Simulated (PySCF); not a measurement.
Compound: C4H9OP2 (charge +1).
Numbering: `[CH3:1][P:2]([C:3]#[C:4][PH3+:5])[CH2:6][OH:7]` (hydrogens: H8, H9, H10 on C1; H11, H12, H13 on P5; H14, H15 on C6; H16 on O7)

Structure used (PBE0-D3(BJ)/def2-SVP), in Å, numbered top down from 1:
```
atom  x, y, z in Å
C1    -1.840   -1.701   -0.018
P2    -1.246   -0.151   -0.820
C3     0.485   -0.218   -0.467
C4     1.708   -0.190   -0.355
P5     3.392   -0.077   -0.216
C6    -1.688    1.186    0.451
O7    -1.002    2.360    0.199
H8    -1.456   -2.571   -0.568
H9    -1.561   -1.774    1.043
H10   -2.937   -1.708   -0.108
H11    3.963    0.813   -1.154
H12    3.815    0.378    1.053
H13    4.021   -1.325   -0.418
H14   -1.420    0.826    1.456
H15   -2.789    1.283    0.411
H16   -1.463    2.868   -0.478
```

Method: core-valence-separated Tamm–Dancoff BHandHLYP/aug-pcX-1 (pcseg-1 on H, def2-SVPD on P) in PySCF, non-relativistic, gas phase, PBE0-D3(BJ)/def2-SVP geometry. Absolute energies from this functional tend to lie a few eV below measured edges; no shift was applied.

**Question.** What does the C 1s absorption edge look like?

**Answer.** 
| E (eV) | f | core hole on | main final orbital | polarisation |
| --- | --- | --- | --- | --- |
| 282.66 | 0.0600 | C4 | LUMO (85 %) | across the triple bond |
| 282.71 | 0.0358 | C3 | LUMO (83 %) | across the triple bond |
| 282.91 | 0.0697 | C3 | LUMO+1 (81 %) | across the triple bond |
| 283.20 | 0.0227 | C4 | LUMO+1 (86 %) | across the triple bond |
| 284.01 | 0.0192 | C1 | LUMO (62 %) | – |
| 284.82 | 0.0010 | C1 | LUMO+1 (71 %) | – |
| 285.18 | 0.0233 | C4 | LUMO+3 (86 %) | along the triple bond |
| 285.28 | 0.0302 | C6 | LUMO (42 %) | – |
| 286.22 | 0.0129 | C1 | LUMO+7 (33 %) | – |
| 286.31 | 0.0005 | C6 | LUMO+1 (52 %) | – |
| 286.34 | 0.0002 | C4 | LUMO+2 (95 %) | – |
| 286.49 | 0.0052 | C1 | spread | – |
| 286.65 | 0.0138 | C1 | LUMO+2 (44 %) | – |
| 286.71 | 0.0426 | C4 | LUMO+4/LUMO+5 (2 roots, f summed) | across the triple bond |
| 286.94 | 0.0149 | C1 | spread | – |
| 286.97 | 0.0286 | C1 | spread | – |
| 287.04 | 0.0195 | C1 | spread | – |

The first line with a tenth or more of the strongest one's intensity is at 282.66 eV (f = 0.060), with the hole on C4 (alkyne carbon), polarised across the triple bond: a 1s→π* resonance. The strongest listed is at 282.91 eV (f = 0.070; C3).

**Question.** Give energies, oscillator strengths and core holes at the O K edge.

**Answer.** 
```
E (eV)       f  core hole on  main final orbital
532.21  0.0023            O7         LUMO (65 %)
532.52  0.0026            O7       LUMO+1 (60 %)
532.74  0.0148            O7              spread
534.00  0.0016            O7       LUMO+2 (92 %)
534.20  0.0315            O7              spread
534.63  0.0021            O7       LUMO+3 (91 %)
535.06  0.0026            O7       LUMO+4 (53 %)
```

The first line with a tenth or more of the strongest one's intensity is at 532.74 eV (f = 0.015), with the hole on O7 (alcohol oxygen). The strongest listed is at 534.20 eV (f = 0.032; O7).

Roots within 0.03 eV whose holes lie on the same, on equivalent or on shared atoms are summed into one line, and the highest roots are left out, as the search may have cut off their partners. Final orbitals are the ground state's empty Kohn–Sham orbitals. A dash: too weak, shared between unlike atoms, or no plane or axis to refer to.

**Question.** What is the summed oscillator strength of the listed C K lines, and their intensity-weighted mean energy?

**Answer.** Σf = 0.400 over 17 lines from 282.66 to 287.04 eV; the weighted mean is 284.58 eV. The strongest line holds 17 % of the sum.

Only the lowest roots of each edge were sought.

One conformer stands for the species.
